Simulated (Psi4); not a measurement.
C2H7O, charge +1, singlet, at a GFN2-xTB geometry; Psi4 1.11 with LCCD/STO-3G.

Here is a job for Psi4.
```
memory 2 GB

molecule {
1 1
  C     1.10967298    0.54922356    0.04860559
  O     0.03350020   -0.26768774   -0.47828916
  C    -1.16420259   -0.25473849    0.33929896
  H     1.40258613    0.23749568    1.05185818
  H     0.76404907    1.58231963    0.06944989
  H     1.95603381    0.47188039   -0.63243928
  H     0.34834441   -1.19130007   -0.56990702
  H    -1.90557419   -0.89344774   -0.13876942
  H    -1.53957651    0.76783903    0.36394651
  H    -0.96668669   -0.60019546    1.35474718
}

set basis sto-3g

energy('lccd')
print_variables()
```

It wrote (shortened):

```
   => Loading Basis Set <=

    Name: STO-3G
    Role: ORBITAL
    Keyword: BASIS

         ---------------------------------------------------------
                                   SCF
               by Justin Turney, Rob Parrish, Andy Simmonett
                          and Daniel G. A. Smith
                              RHF Reference
         ---------------------------------------------------------

  ==> Geometry <==

    Molecular point group: c1
    Full point group: C1

    Geometry (in Angstrom), charge = 1, multiplicity = 1:

       Center              X                  Y                   Z               Mass
    ------------   -----------------  -----------------  -----------------  -----------------
         C            1.110924495092     0.557093942504     0.080162116961    12.000000000000
         O            0.034751715092    -0.259817357496    -0.446732633039    15.994914619570
         C           -1.162951074908    -0.246868107496     0.370855486961    12.000000000000
         H            1.403837645092     0.245366062504     1.083414706961     1.007825032230
         H            0.765300585092     1.590190012504     0.101006416961     1.007825032230
         H            1.957285325092     0.479750772504    -0.600882753039     1.007825032230
         H            0.349595925092    -1.183429687496    -0.538350493039     1.007825032230
         H           -1.904322674908    -0.885577357496    -0.107212893039     1.007825032230
         H           -1.538324994908     0.775709412504     0.395503036961     1.007825032230
         H           -0.965435174908    -0.592325077496     1.386303706961     1.007825032230

  Running in c1 symmetry.

  Rotational constants: A =      1.14318  B =      0.31227  C =      0.27503 [cm^-1]
  Rotational constants: A =  34271.68609  B =   9361.67718  C =   8245.27940 [MHz]
  Nuclear repulsion =   91.192604224837623

  Charge       = 1
  Multiplicity = 1
  Electrons    = 26
  Nalpha       = 13
  Nbeta        = 13

  ==> Algorithm <==

  SCF Algorithm Type is PK.
  DIIS enabled.
  MOM disabled.
  Fractional occupation disabled.
  Guess Type is SAD.
  Energy threshold   = 1.00e-08
  Density threshold  = 1.00e-08
  Integral threshold = 1.00e-12

  ==> Primary Basis <==

  Basis Set: STO-3G
    Blend: STO-3G
    Number of shells: 16
    Number of basis functions: 22
    Number of Cartesian functions: 22
    Spherical Harmonics?: true
    Max angular momentum: 1

  ==> Integral Setup <==

  Using in-core PK algorithm.
   Calculation information:
      Number of atoms:                  10
      Number of AO shells:              16
      Number of primitives:             48
      Number of atomic orbitals:        22
      Number of basis functions:        22

      Integral cutoff                 1.00e-12
      Number of threads:                 1

  Performing in-core PK
  Using 64262 doubles for integral storage.
  We computed 9173 shell quartets total.
  Whereas there are 9316 unique shell quartets.

  ==> DiskJK: Disk-Based J/K Matrices <==

    J tasked:                  Yes
    K tasked:                  Yes
    wK tasked:                  No
    Schwarz Cutoff:          1E-12

  Minimum eigenvalue in the overlap matrix is 2.3151345885E-01.
  Reciprocal condition number of the overlap matrix is 9.6343325491E-02.
    Using symmetric orthogonalization.

  ==> Pre-Iterations <==

  SCF Guess: Superposition of Atomic Densities via on-the-fly atomic UHF (no occupation information).

   -------------------------
    Irrep   Nso     Nmo
   -------------------------
     A         22      22
   -------------------------
    Total      22      22
   -------------------------

  ==> Iterations <==

                        Total Energy        Delta E     RMS |[F,P]|

   @RHF iter SAD:  -150.08999390302722   -1.50090e+02   0.00000e+00
   @RHF iter   1:  -152.46254585862533   -2.37255e+00   1.32312e-02 ADIIS/DIIS
   @RHF iter   2:  -152.51889831087112   -5.63525e-02   2.32609e-03 ADIIS/DIIS
   @RHF iter   3:  -152.52085759098676   -1.95928e-03   5.33668e-04 ADIIS/DIIS
   @RHF iter   4:  -152.52098900666681   -1.31416e-04   7.58510e-05 DIIS
   @RHF iter   5:  -152.52099121797721   -2.21131e-06   1.84898e-05 DIIS
   @RHF iter   6:  -152.52099142869423   -2.10717e-07   3.76973e-06 DIIS
   @RHF iter   7:  -152.52099143831776   -9.62353e-09   5.48745e-07 DIIS
   @RHF iter   8:  -152.52099143853803   -2.20268e-10   7.86833e-08 DIIS
   @RHF iter   9:  -152.52099143854227   -4.23483e-12   8.98288e-09 DIIS
  Energy and wave function converged.

  ==> Post-Iterations <==

    Orbital Energies [Eh]
    ---------------------

    Doubly Occupied:

       1A    -20.788026     2A    -11.381583     3A    -11.381376
       4A     -1.733911     5A     -1.221614     6A     -1.162403
       7A     -0.996229     8A     -0.922267     9A     -0.899609
      10A     -0.792705    11A     -0.787880    12A     -0.770038
      13A     -0.729431

    Virtual:

      14A      0.156869    15A      0.285089    16A      0.291904
      17A      0.421498    18A      0.439286    19A      0.443536
      20A      0.459660    21A      0.466665    22A      0.497305

    Final Occupation by Irrep:
              A
    DOCC [    13 ]
    NA   [    13 ]
    NB   [    13 ]

  @RHF Final Energy:  -152.52099143854227

   => Energetics <=

    Nuclear Repulsion Energy =             91.1926042248376234
    One-Electron Energy =                -380.2930483426735009
    Two-Electron Energy =                 136.5794526792936097
    Total Energy =                       -152.5209914385422678

Computation Completed

Properties will be evaluated at   0.000000,   0.000000,   0.000000 [a0]

Properties computed using the SCF density matrix

 Multipole Moments:

 ------------------------------------------------------------------------------------
     Multipole            Electronic (a.u.)      Nuclear  (a.u.)        Total (a.u.)
 ------------------------------------------------------------------------------------

 L = 1.  Multiply by 2.5417464519 to convert [e a0] to [Debye]
 Dipole X            :          0.1539398            0.0638555            0.2177953
 Dipole Y            :         -0.9467187            0.4015673           -0.5451514
 Dipole Z            :         -1.4141565            1.6100963            0.1959398
 Magnitude           :                                                    0.6188839

 ------------------------------------------------------------------------------------

 MINTS: Wrapper to libmints.
   by Justin Turney

   Calculation information:
      Number of threads:                 1
      Number of atoms:                  10
      Number of AO shells:              16
      Number of SO shells:              16
      Number of primitives:             48
      Number of atomic orbitals:        22
      Number of basis functions:        22

      Number of irreps:                  1
      Integral cutoff                 1.00e-12
      Number of functions per irrep: [  22 ]

 OEINTS: Overlap, kinetic, potential, dipole, and quadrupole integrals
         stored in file 35.

      Computed 31608 non-zero two-electron integrals.
        Stored in file 33.

        ==> Transform all two-electron integrals <==

	Presorting SO-basis two-electron integrals.
	Sorting File: SO Ints (nn|nn) nbuckets = 1
	Constructing frozen core operators
	Starting first half-transformation.
	Sorting half-transformed integrals.
	First half integral transformation complete.
	Starting second half-transformation.
	Two-electron integral transformation complete.

Traceback (most recent call last):
  File "psi4", line 375, in <module>
  File "<string>", line 30, in <module>
  File "site-packages/psi4/driver/driver.py", line 533, in energy
  File "site-packages/psi4/driver/procrouting/proc.py", line 694, in select_lccd
  File "site-packages/psi4/driver/procrouting/proc.py", line 5807, in run_cepa

RuntimeError:
Fatal Error: ndocc must be less than nvirt
The most recent 5 function calls were:

psi::PsiException::PsiException(std::__cxx11::basic_string<char, std::char_traits<char>, std::allocator<char> >, char const*, int)

Printing out the relevant lines from the Psithon --> Python processed input file:
      H    -1.53957651    0.76783903    0.36394651
      H    -0.96668669   -0.60019546    1.35474718
    """)
    core.IO.set_default_namespace("")
    core.set_global_option("BASIS", "sto-3g")
--> energy('lccd')
    print_variables()

!----------------------------------------------------------------------------------!
!                                                                                  !
! Fatal Error: ndocc must be less than nvirt                                       !
! The most recent 5 function calls were:                                           !
! psi::PsiException::PsiException(std::__cxx11::basic_string<char,                 !
!     std::char_traits<char>, std::allocator<char> >, char const*, int)            !
!                                                                                  !
!----------------------------------------------------------------------------------!
```

The run crashed.
